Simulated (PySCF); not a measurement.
Compound: C₇H₁₇NSi.
Cartesian coordinates in Å at the GFN2-xTB level; atoms count from 1:
```
atom  x, y, z in Å
C1    -1.9131    1.1993   -0.4858
C2    -1.1397   -0.0856   -0.1641
C3    -1.5815   -1.1718   -1.1525
C4    -1.5131   -0.5344    1.2512
C5     0.3764    0.1677   -0.3421
C6     0.9530    1.2635    0.5626
N7     2.3925    1.2099    0.3987
Si8    3.0130   -0.3556    0.0831
C9     1.2695   -1.0661   -0.1662
H10   -1.7026    1.9759    0.2449
H11   -1.6480    1.5721   -1.4729
H12   -2.9838    1.0049   -0.4713
H13   -2.6627   -1.2907   -1.1227
H14   -1.1307   -2.1291   -0.9054
H15   -1.2953   -0.9063   -2.1681
H16   -2.5789   -0.7494    1.2953
H17   -0.9788   -1.4370    1.5355
H18   -1.2977    0.2406    1.9822
H19    0.5207    0.5179   -1.3709
H20    0.5935    2.2531    0.2647
H21    0.6668    1.0937    1.6087
H22    2.8920    1.9589    0.8472
H23    3.7190   -1.0202    1.1881
H24    3.8538   -0.3233   -1.1160
H25    1.1855   -1.7297   -1.0229
H26    0.9694   -1.6359    0.7121
```

Definitions: NICS(0) = −σiso at the ring centroid; NICS(1) = −σiso and NICS(1)zz = −σzz at ±1 Å along the ring normal z. Level: GIAO PBE0/pcSseg-1 (PySCF, non-relativistic, gas phase) on the GFN2-xTB geometry, one conformer.

Ring bond lengths (Å), with Mayer bond orders in brackets: C5–C6 1.534 (1.00), C6–N7 1.450 (0.96), N7–Si8 1.713 (1.02), Si8–C9 1.899 (0.91), C9–C5 1.533 (1.01).

**Question.** What do the NICS probes read (ppm)?

**Answer.** 
```tsv
ring	type	NICS(0)	NICS(1), two faces	NICS(1)zz, two faces	rms pucker (Å)	centre to ring atoms, mean (Å)
C5–C6–N7–Si8–C9	5-membered ring with N and Si; formal bonds all single	-6.6	-3.2 / -3.8	-1.6 / -2.7	0.17	1.36
```

**Question.** What can be read from them?

**Answer.** 
- C5–C6–N7–Si8–C9: mean NICS(1)zz -2.2 ppm, near zero. C5, C6, Si8, C9 have four or more neighbours, and the NICS criterion for π rings isn't applied.

**Question.** At the second NICS(1) probe listed for ring C5–C6–N7–Si8–C9, 1 Å off the ring, what do the in-plane components average?

**Answer.** The isotropic value is a third of the trace: (3 × -3.8 − (-2.7))/2 = -4.3 ppm.

**Question.** How shielded are the nuclei of the rings and their hydrogens (means over atoms taken as equivalent)?

**Answer.** 
```tsv
atoms	environment	σ isotropic (ppm)	principal values of the symmetric part, first atom (ppm)
C5	sp3 CH carbon	135.0	118.2, 126.3, 160.5
C6	sp3 carbon bound to nitrogen	136.0	112.3, 133.4, 162.2
N7	silicon-bound nitrogen	245.9	193.8, 230.9, 313.0
Si8	SiH2 silicon	374.4	331.0, 361.0, 431.1
C9	sp3 carbon bound to silicon	175.6	159.1, 170.7, 196.9
H19	methine hydrogen	30.05	26.6, 29.5, 34.1
H20	methylene hydrogen	28.33	21.7, 30.1, 33.2
H21	methylene hydrogen	28.77	22.4, 29.8, 34.1
H22	N–H hydrogen	31.83	21.5, 28.9, 45.1
H23	Si–H hydrogen	26.70	23.4, 23.7, 33.0
H24	Si–H hydrogen	26.74	23.0, 23.8, 33.4
H25	methylene hydrogen	30.79	25.1, 29.6, 37.7
H26	methylene hydrogen	30.90	25.1, 31.2, 36.4
```
